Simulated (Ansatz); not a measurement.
One change: `CCO[SiH2]N` becomes `CCO[SiH2]C`.

Ansatz, PBE0-D4/def2-TZVP geometries, multiplicity 1. Each molecule was computed in one conformer, which needn't be the lowest.

```tsv
property	`CCO[SiH2]N`
HOMO energy (PBE0/def2-TZVPP) / eV	-7.57
HOMO–LUMO gap (ωB97M-V/def2-TZVPP) / eV	12.15
HOMO–LUMO gap (PBE0/def2-TZVPP) / eV	8.29
HOMO energy (ωB97M-V/def2-TZVPP) / eV	-9.99
LUMO energy (ωB97M-V/def2-TZVPP) / eV	2.16
HOMO–LUMO gap (B3LYP/def2-TZVPP) / eV	7.73
```

(1) Give the same properties after the change, and the shifts. (Best estimate.)

Results:

(1) Ansatz gave: 
```
                               property  `CCO[SiH2]C`  shift
     HOMO energy (PBE0/def2-TZVPP) / eV         -7.88  -0.31
HOMO–LUMO gap (ωB97M-V/def2-TZVPP) / eV         12.60   0.45
   HOMO–LUMO gap (PBE0/def2-TZVPP) / eV          8.69   0.40
  HOMO energy (ωB97M-V/def2-TZVPP) / eV        -10.24  -0.25
  LUMO energy (ωB97M-V/def2-TZVPP) / eV          2.36   0.20
  HOMO–LUMO gap (B3LYP/def2-TZVPP) / eV          8.23   0.50
```

With PBE0 the HOMO falls by 0.31 eV and the LUMO rises by 0.08 eV, so the gap widens by about 0.39 eV. PBE moves the HOMO by -0.29 eV and ωB97M-V by -0.25 eV.

B3LYP here is the variant with VWN-RPA as its local correlation; programs differ in this.
